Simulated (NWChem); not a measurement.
System: Si$_{3}$N$_{3}$H$_{8}$, doublet; SMILES N1[SiH]N[SiH2]N[SiH2]1

```xyz
14

N      0.7877    -1.1629     0.4700
Si     1.8419     0.1027    -0.1806
N      0.7775     1.4991    -0.2859
Si    -0.8958     1.3926     0.2708
N     -1.6537    -0.0987    -0.2736
Si    -0.8351    -1.6245    -0.0347
H      1.2293    -1.7860     1.1548
H      2.9610     0.2396     0.8474
H      1.0238     2.2537    -0.9324
H     -1.6591     2.5490    -0.3133
H     -0.9228     1.4450     1.7707
H     -2.3659    -0.0331    -1.0057
H     -0.9286    -2.4130    -1.3190
H     -1.3672    -2.4995     1.0721
```
Atoms are numbered in this order, from 1.

Results from NWChem. Spin-unrestricted. The geometry was optimised at PBE-D3(BJ)/def2-SVP, spin-unrestricted. Not confirmed as a minimum by frequencies. No stability test was run on the SCF state. Level: PBE/def2-SVP with SMD (1 M gas to 1 M solution), gas-phase geometry. Reactions with the solvent are ignored.

Problem. Among these, which solvent gives the highest value of “solvation free energy (kcal/mol)”?
A) water
B) diethyl ether
C) cyclohexanone
D) ethanol

Solution. A, water. Values: ethanol -4.7; diethyl ether -4.1; cyclohexanone -3.5; water -0.6
